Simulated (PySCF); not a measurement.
# Levels of Ga²⁰⁺ from EOM-EA-GCCSD

Reference: closed-shell Ga²¹⁺, [Ne]; one electron is added. Calculated with PySCF 2.14, two-component X2C-1e with screened spin-orbit coupling, an even-tempered Gaussian basis (18 s from 1.3 bohr⁻², ratio 2.6; 12 p from 1.7 bohr⁻², ratio 2.6; 6 d from 1.7 bohr⁻², ratio 2.8; 3 f from 49 bohr⁻², ratio 2.8); frozen 1s2; the 50 highest virtual spinors dropped; of the others 44 kept and the rest restored at second order. No Breit or QED terms. Binding energies in eV.

| level | Koopmans | second order | EOM-CCSD |
| --- | --- | --- | --- |
| 3s1/2 | 806.60 | 807.26 | 807.27 |
| 3p1/2 | 761.38 | 762.13 | 762.14 |
| 3p3/2 | 754.96 | 755.69 | 755.69 |
| 3d3/2 | 693.70 | 694.22 | 694.23 |
| 3d5/2 | 692.63 | 693.14 | 693.15 |

Electric-dipole lines between these computed levels:

```
lower  upper  ΔE (eV)  vacuum wavelength (nm)
3s1/2  3p1/2   45.130                   27.47
3s1/2  3p3/2   51.574                   24.04
3p1/2  3d3/2   67.910                   18.26
3p3/2  3d3/2   61.465                   20.17
3p3/2  3d5/2   62.546                   19.82
```

For comparison, the ionisation energy of Ga²⁰⁺ is 807.31 eV (semi-empirical (NIST evaluation); NIST Atomic Spectra Database, ionization energies).

Only part of the computed levels is shown.
